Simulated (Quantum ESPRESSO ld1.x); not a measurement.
The mean radii <r> (bohr) of the occupied orbitals of an atom or ion are listed with their occupations. Method: scalar-relativistic Kohn-Sham, PBE, spin-unpolarised, spherical densities, point nucleus; computed with ld1.x of Quantum ESPRESSO 7.5.

| orbital | occ. | <r> |
|---|---|---|
| 1s | 2 | 0.05411 |
| 2s | 2 | 0.2443 |
| 2p | 6 | 0.2149 |
| 3s | 2 | 0.6740 |
| 3p | 6 | 0.6796 |
| 4s | 2 | 1.492 |

Name the element and its charge.

Answer. Z = 28, nickel, charge +8: Ni8+ in [Ar] 4s2. The 1s radius gives Z: for a bare nucleus <r> = (2 gamma + 1)/(2Z) with gamma = sqrt(1 - (Z/c)^2), 0.05282 bohr for Z = 28, and screening makes it slightly larger (0.05411 here). The occupations add up to 20, and the charge is Z minus that.
